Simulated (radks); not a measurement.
All-electron atom: Eu3+ in [Xe] 4f6. Calculated with a radial shooting solver on a logarithmic mesh with Libxc functionals: Dirac Kohn-Sham, LDA (Slater exchange, VWN5 correlation), spin-unpolarised, spherical densities, finite nucleus; open shells fill j = l - 1/2 first; Fermi nuclear charge, rms radius 5.1115 fm.

Unscreened Slater integrals over Kohn-Sham orbitals (hartree). Large and small components are both included. Empty in this configuration: 4f7/2.

integral,value
"F0(4f5/2,4f5/2)",1.0658
"F2(4f5/2,4f5/2)",0.50000
"F4(4f5/2,4f5/2)",0.31235
"F0(4f5/2,5p3/2)",0.68029
"F2(4f5/2,5p3/2)",0.23690
"G2(4f5/2,5p3/2)",0.12446
"G4(4f5/2,5p3/2)",0.096150
"F0(4f5/2,5p1/2)",0.71093
"G2(4f5/2,5p1/2)",0.14287
"F0(4f5/2,5s1/2)",0.76922
"G3(4f5/2,5s1/2)",0.14961
"F0(4f5/2,4f7/2)",1.0595
"F2(4f5/2,4f7/2)",0.49682
"F4(4f5/2,4f7/2)",0.31031
"G2(4f5/2,4f7/2)",0.49581
"G4(4f5/2,4f7/2)",0.30970
"G6(4f5/2,4f7/2)",0.22241
"F0(5p3/2,5p3/2)",0.56878
"F2(5p3/2,5p3/2)",0.30728
"F0(5p3/2,5p1/2)",0.58382
"G2(5p3/2,5p1/2)",0.31230
"F0(5p3/2,5s1/2)",0.61040
"G1(5p3/2,5s1/2)",0.40362
"F0(5p3/2,4f7/2)",0.67869
"F2(5p3/2,4f7/2)",0.23840
"G2(5p3/2,4f7/2)",0.12692
"G4(5p3/2,4f7/2)",0.097754
"F0(5p1/2,5p1/2)",0.60058
"F0(5p1/2,5s1/2)",0.63035
"G1(5p1/2,5s1/2)",0.43245
"F0(5p1/2,4f7/2)",0.70911
"G4(5p1/2,4f7/2)",0.11072
"F0(5s1/2,5s1/2)",0.66615
"F0(5s1/2,4f7/2)",0.76697
"G3(5s1/2,4f7/2)",0.15164
"F0(4f7/2,4f7/2)",1.0534
"F2(4f7/2,4f7/2)",0.49374
"F4(4f7/2,4f7/2)",0.30833
"F6(4f7/2,4f7/2)",0.22140
